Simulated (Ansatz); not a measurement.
Reaction (formal exchange of groups at a C–Sn bond): `C[C](=O)[SnH3]` + `N=CBr` → `CC(=O)C(=N)Br` + `[SnH4]`

Program: Ansatz. Geometries: PBE0-D4/def2-TZVP. ΔE: electronic, gas phase. CCSD(T)/CBS adds triple-zeta CCSD(T) − MP2 to the extrapolated MP2 energy (def2 sets, frozen cores). Functionals use def2-TZVPP. B3LYP here is the variant with VWN-RPA as its local correlation; programs differ in this. Elements past krypton have def2 core potentials. For Br, Sn outer-core shells are correlated without core-valence functions, which leaves a few kJ/mol of doubt a bond. Scalar relativity is left out up to krypton. One conformer a species, not always the lowest.

| level | ΔE (kJ/mol) | difference from CCSD(T)/CBS |
| --- | --- | --- |
| r2SCAN-D4 | -34.7 | -6.7 |
| B3LYP-D4 | -27.8 | 0.2 |
| ωB97M-V | -33.1 | -5.1 |
| PBE | -24.7 | 3.3 |
| B3LYP | -23.4 | 4.6 |
| HF/def2-TZVPP | -32.9 | -4.9 |
| CCSD/def2-TZVPP | -32.9 | -4.9 |
| MP2/def2-QZVPP | -32.2 | -4.2 |
| HF/CBS(def2) | -31.4 | -3.4 |
| CCSD/CBS(def2) | -26.7 | 1.3 |
| CCSD(T)/CBS | -28.0 | 0 |

Largest T1 diagnostic among the species: 0.015.

From PBE to PBE0 (25 % exact exchange), in def2-TZVPP and without D4, ΔE moves by −5.8 kJ/mol. The D4 term adds −4.4 kJ/mol with B3LYP and −2.4 kJ/mol with PBE0; it sums over pairs of atoms, weighted by their polarisabilities, and B3LYP, whose exchange is more repulsive, gets the larger term.
